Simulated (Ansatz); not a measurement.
`[SiH3]O[SiH2][SiH3]` + `O[SiH2]N[SiH3]` → `[SiH3]N[SiH2]O[SiH3]` + `[SiH3]O[SiH3]`  (cleavage of the Si–Si bond)

Isolated molecules relaxed with PBE0-D4/def2-TZVP in Ansatz; ΔE leaves out vibrations. CCSD(T)/CBS adds triple-zeta CCSD(T) − MP2 to the extrapolated MP2 energy (def2 sets, frozen cores). DFT in def2-TZVPP. B3LYP here is the variant with VWN-RPA as its local correlation; programs differ in this. One conformer a species, not always the lowest.

```tsv
level	ΔE (kcal/mol)	difference from CCSD(T)/CBS
PBE-D4	-19.6	6.8
r2SCAN-D4	-24.5	1.9
PBE0-D4	-22.0	4.4
B3LYP-D4	-26.4	0.0
ωB97X-V	-25.7	0.7
ωB97M-V	-26.8	-0.4
B2PLYP	-27.4	-1.0
PBE	-19.4	7.0
r2SCAN	-24.4	2.0
PBE0	-21.8	4.6
B3LYP	-26.1	0.3
HF/def2-TZVPP	-33.2	-6.8
MP2/def2-TZVPP	-28.5	-2.1
SCS-MP2/def2-TZVPP	-29.7	-3.3
CCSD/def2-TZVPP	-27.5	-1.1
CCSD(T)/def2-TZVPP	-26.6	-0.2
HF/def2-QZVPP	-33.8	-7.4
MP2/def2-QZVPP	-28.6	-2.2
SCS-MP2/def2-QZVPP	-29.8	-3.4
HF/CBS(def2)	-33.9	-7.5
MP2/CBS(def2)	-28.3	-1.9
CCSD/CBS(def2)	-27.3	-0.9
CCSD(T)/CBS	-26.4	0
```

Largest T1 diagnostic among the species: 0.012.

From PBE to PBE0 (25 % exact exchange), in def2-TZVPP and without D4, ΔE moves by −2.4 kcal/mol. In def2-TZVPP, CCSD(T) changes the Hartree–Fock value by +6.6 kcal/mol (the triples alone add +0.9 kcal/mol) and MP2 by +4.7 kcal/mol.
